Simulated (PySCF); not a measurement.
Molecule: `C=C[CH+]CB(O)O`, [C4H8BO2]+.

Bonds (- single, = double, # triple, : aromatic): C1=C2, C2-C3, C3-C4, C4-B5, B5-O6, B5-O7. C1 carries H8, H9; C2 carries H10; C3 carries H11; C4 carries H12, H13; O6 carries H14; O7 carries H15. Formal charges: C3 +1.

Total charge +1. H9 is cis to C3; H8 is trans to C3.

Frames of a GFN2-xTB Langevin trajectory at 200 K; GIAO PBE0/pcSseg-1 shieldings in PySCF, gas phase, non-relativistic; equivalent atoms averaged within each frame.

Chemical shifts δ = σref − σ; 13C (σ = 186.93 ppm) and 1H (σ = 31.72 ppm) vs TMS; 11B (σ = 100.07 ppm) vs BF3·OEt2; H2O for 17O (σ = 336.08 ppm), all at this level. The references are static minima.

Q: How do the shifts (ppm) fluctuate along the trajectory?

A: 
```tsv
time (fs)	C3	C1	C2	C4	B5	O6/O7	H11	H8	H9	H10
optimised geometry	237.2	188.6	148.2	75.9	18.0	129.6	9.91	8.64	8.19	8.06
250	236.7	182.2	147.0	76.6	18.8	122.5	9.76	8.30	7.90	7.78
425	235.7	192.2	146.0	65.1	16.6	128.1	9.51	9.03	8.08	7.86
625	238.5	196.7	149.8	61.5	17.9	124.6	10.04	9.02	8.30	8.14
800	257.9	192.0	149.9	75.1	25.7	148.7	10.12	8.95	8.34	8.20
1000	225.1	180.7	139.1	81.7	20.9	136.3	9.32	7.94	7.92	7.09
mean of frames	238.8	188.7	146.4	72.0	20.0	132.0	9.75	8.65	8.11	7.81
standard deviation	11.9	7.0	4.4	8.4	3.5	10.7	0.34	0.50	0.21	0.44
```

5 frames give an uncertainty of the mean of about the standard deviation over 2.2 at best, since frames this close in time may not be independent; classical motion lacks zero-point vibration, and the reference would need the same averaging.
